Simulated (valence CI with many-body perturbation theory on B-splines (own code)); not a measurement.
Values are calculated unless marked as measured or tabulated.
**Hyperfine factors and g values of Pb51+**

Level of theory: configuration interaction combined with many-body perturbation theory (CI+MBPT): three valence electrons over a frozen Dirac-Fock core [Ar] 3d10, a basis of 11 s, 11 p, 10 d, 8 f, 5 g, 2 h functions for each j, with the one-electron correlation potential Σ1 (screened to all orders), the two-electron term Σ2, the three-electron term Σ3, Breit, model QED; selected single and double excitations, second order for the rest, scaled by the run's own slope (own B-spline code, finite nucleus).

No measured spectrum was set against this ion. As an estimate, large intervals hold to a few tenths of a per cent, small ones and those within an open d or f shell to about a per cent.

A/g_I is the dipole constant over the nuclear g factor μ/I (μ in nuclear magnetons, uniformly magnetised nucleus), B/Q the quadrupole constant per barn. Both hold the static response of the core; the bare values leave it out. Large factors of s and p1/2 electrons are usually good to 5 to 10 %; those of open d and f shells near neutrality can be off by tens of per cent, and small factors of p3/2, d and f electrons come from cancelling terms and can be off by a factor of two or in sign, in half-filled shells by more. B is blank for J = 1/2, where it vanishes, and for nearly pure S terms. Energies count from the lowest level.

Levels are named by their leading jj configuration (3d3/2^4 stands for four electrons in 3d with j = 3/2), which in mixed levels can hold well under half, so a name can repeat and another be missing. Letters in brackets count levels of one name in rising energy.

| Level | E (eV) | g | A/g_I (MHz) | A/g_I bare | B/Q (MHz/b) | B/Q bare |
| --- | --- | --- | --- | --- | --- | --- |
| (4s^2 4p1/2) J=1/2 | 0.00 | 0.657 | 927000 | 901000 |  |  |
| (4s 4p1/2^2) J=1/2 | 118.12 | 2.130 | 2750000 | 2670000 |  |  |
| (4s^2 4p3/2) J=3/2 | 169.97 | 1.327 | 90700 | 87400 | 186000 | 181000 |
| (4s 4p1/2 4p3/2) J=3/2 [a] | 272.13 | 1.645 | 624000 | 606000 | 151000 | 146000 |
| (4s 4p1/2 4p3/2) J=5/2 | 282.10 | 1.346 | 789000 | 766000 | 145000 | 141000 |
| (4s 4p1/2 4p3/2) J=3/2 [b] | 295.83 | 0.992 | 29600 | 28600 | 108000 | 105000 |
| (4s 4p1/2 4p3/2) J=1/2 | 298.21 | 1.261 | -1040000 | -1010000 |  |  |
| (4s^2 4d3/2) J=3/2 | 360.25 | 0.809 | 34300 | 34700 | 29600 | 29400 |
| (4s^2 4d5/2) J=5/2 | 393.65 | 1.209 | 41900 | 41600 | 27600 | 27400 |
| (4p1/2^2 4p3/2) J=3/2 | 413.58 | 1.320 | 87600 | 85400 | 175000 | 170000 |
| (4s 4p3/2^2) J=5/2 | 449.35 | 1.426 | 617000 | 599000 | 51600 | 50200 |
| (4s 4p1/2 4d3/2) J=3/2 [a] | 453.24 | 0.504 | -248000 | -240000 | 36500 | 36000 |
| (4s 4p1/2 4d3/2) J=5/2 | 462.18 | 1.031 | 744000 | 723000 | 12800 | 13100 |
| (4s 4p3/2^2) J=1/2 | 467.97 | 1.924 | 2790000 | 2710000 |  |  |
| (4s 4p3/2^2) J=3/2 | 471.84 | 1.197 | -443000 | -430000 | -32700 | -31900 |
| (4s 4p1/2 4d3/2) J=1/2 | 477.25 | 0.405 | -1150000 | -1120000 |  |  |
| (4s 4p1/2 4d3/2) J=3/2 [b] | 479.24 | 1.281 | 736000 | 715000 | 23500 | 23100 |
| (4s 4p1/2 4d5/2) J=5/2 [a] | 498.42 | 1.361 | 267000 | 260000 | 33500 | 33100 |
| (4s 4p1/2 4d5/2) J=7/2 | 505.22 | 1.243 | 534000 | 519000 | 7070 | 7450 |
| (4s 4p1/2 4d5/2) J=5/2 [b] | 512.11 | 1.040 | 3380 | 4510 | 39400 | 38700 |
| (4s 4p1/2 4d5/2) J=3/2 | 513.96 | 1.114 | -624000 | -603000 | 9780 | 9900 |
| (4p1/2 4p3/2^2) J=3/2 | 580.42 | 1.422 | -80500 | -77400 | 19600 | 19100 |
| (4p1/2 4p3/2^2) J=5/2 | 581.48 | 1.171 | 259000 | 251000 | 18500 | 18000 |
| (4s^2 4f5/2) J=5/2 | 589.84 | 0.856 | -4070 | -2870 | 17400 | 16100 |
| (4p1/2 4p3/2^2) J=1/2 | 589.91 | 0.658 | 917000 | 889000 |  |  |
| (4p1/2^2 4d3/2) J=3/2 | 590.67 | 0.777 | 45400 | 44400 | 33000 | 32700 |
| (4s^2 4f7/2) J=7/2 | 600.95 | 1.142 | 18000 | 18400 | 16600 | 14900 |
| (4s 4p3/2 4d3/2) J=3/2 [a] | 633.00 | 1.307 | 365000 | 355000 | -5980 | -6190 |
| (4s 4p3/2 4d3/2) J=1/2 [a] | 633.10 | 2.280 | 1390000 | 1350000 |  |  |
| (4s 4p3/2 4d3/2) J=5/2 [a] | 633.20 | 1.249 | 428000 | 416000 | 57000 | 55300 |
| (4p1/2^2 4d5/2) J=5/2 | 633.55 | 1.192 | 5060 | 6970 | 27500 | 27200 |
| (4s 4p3/2 4d3/2) J=7/2 | 637.96 | 1.253 | 437000 | 425000 | 175000 | 171000 |
| (4s 4p3/2 4d3/2) J=3/2 [b] | 650.49 | 0.979 | 78500 | 76900 | -102000 | -98800 |
| (4s 4p3/2 4d5/2) J=9/2 | 656.34 | 1.327 | 350000 | 341000 | 225000 | 219000 |
| (4s 4p3/2 4d3/2) J=1/2 [b] | 659.11 | 0.584 | 445000 | 434000 |  |  |
| (4s 4p3/2 4d3/2) J=5/2 [b] | 660.47 | 0.949 | -149000 | -144000 | 123000 | 121000 |
| (4s 4p3/2 4d5/2) J=5/2 [a] | 669.64 | 1.351 | 544000 | 529000 | -102000 | -99300 |
| (4s 4p3/2 4d5/2) J=3/2 [a] | 676.39 | 1.152 | -247000 | -239000 | -102000 | -99300 |
| (4s 4p3/2 4d5/2) J=7/2 [a] | 676.74 | 1.210 | 103000 | 101000 | 165000 | 161000 |
| (4s 4p3/2 4d5/2) J=7/2 [b] | 686.67 | 1.218 | 85100 | 83500 | 88200 | 86300 |

**Question.** Take the isotope of mass number 207, with I = 1/2, μ = 0.5906 μN. What is the hyperfine structure of (4s 4p1/2 4p3/2) J=1/2?

**Answer.** From the table A = -1230000 MHz. Shifts from the centre of gravity in MHz: F = 0: 922000, F = 1: -308000.
